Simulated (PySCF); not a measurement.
Be(Et)2, SMILES [CH2]([Be][CH2]C)C (C4H10Be) (GFN2-xTB optimised geometry):

```
15

Be    -0.007    -0.654     0.000
C     -1.742    -0.645     0.017
C     -2.345    -1.285     1.284
H     -2.193    -1.169    -0.833
H     -2.176     0.359    -0.053
H     -2.025    -0.758     2.180
H     -2.039    -2.324     1.382
H     -3.435    -1.259     1.252
C      1.728    -0.654     0.000
C      2.345     0.609    -0.633
H      2.167    -1.506    -0.532
H      2.164    -0.736     1.002
H      2.038     1.506    -0.100
H      2.038     0.717    -1.671
H      3.435     0.564    -0.610
```

Method: CAM-B3LYP/def2-TZVP (PySCF).

Q: What are the frontier orbital energies and the dipole moment?

A: HOMO-2 -10.74 eV, HOMO-1 -9.61 eV, HOMO -8.87 eV, LUMO 0.70 eV, LUMO+1 0.96 eV; dipole moment 0.05 D.

On the same geometry PBE/def2-TZVP (PySCF) gives HOMO-2 -7.87 eV, HOMO-1 -6.81 eV, HOMO -6.16 eV, LUMO -0.74 eV, LUMO+1 -0.63 eV; dipole moment 0.04 D.

Meta-Löwdin charges at CAM-B3LYP/def2-TZVP: Be1 1.18, C2 -0.78, C3 -0.32, H4 0.10, H5 0.10, H6 0.10, H7 0.10, H8 0.10, C9 -0.78, C10 -0.32, H11 0.10, H12 0.10, H13 0.10, H14 0.10, H15 0.10.
